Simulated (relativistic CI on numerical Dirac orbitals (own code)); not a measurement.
**Ni2+ in a cubic cluster: L2,3 absorption with charge transfer**

Computed with a charge-transfer multiplet model of a cubic metal-ligand cluster with up to 2 ligand holes, Slater and spin-orbit integrals from Dirac-Coulomb-Breit ions, Slater integrals scaled by 0.7. The ground state mixes d8 with configurations of k ligand holes L, whose averages lie at kΔ + k(k − 1)U_dd/2; a core hole lowers each added d electron by U_cd. 300 K, Lorentzian 0.4 eV and Gaussian 0.3 eV FWHM.

Atomic integrals in eV (Slater integrals scaled, ζ unscaled), ground: F2dd 8.519, F4dd 5.287, zeta_d 0.080; with the core hole: F2dd 8.519, F4dd 5.287, zeta_d 0.103, zeta_core 11.413, F2cd 5.424, G1cd 4.090, G3cd 2.325.

Cluster parameters (eV): U_dd = 7.5, U_cd = 9.3, 10Dq = 0.5, 10Dq(ligand) = 0.4, V(eg) = 2.65, V(t2g) = -1.15, final-state hopping factor = 1.

Weights, n_d and S are thermal averages at 300 K. Photon energies count from the first peak over 30 % of the highest in each spectrum, which can be another peak from case to case. The parameters are a model scan and need not match a compound or its usual spin state. Peaks in eV (height, largest 100): 0.0 (100), 5.5 (7), 17.3 (31).

(1) Which parameters give this spectrum?
A. Δ = 0.6 eV
B. Δ = 3.6 eV
C. Δ = 6.6 eV
D. Δ = 5.6 eV
E. Δ = 2.6 eV

Results:

(1) A. Δ = 0.6 eV; the ground state then has 8.51 d electrons and S = 1.00. The choice follows from running the model for each set and comparing peak positions and heights.
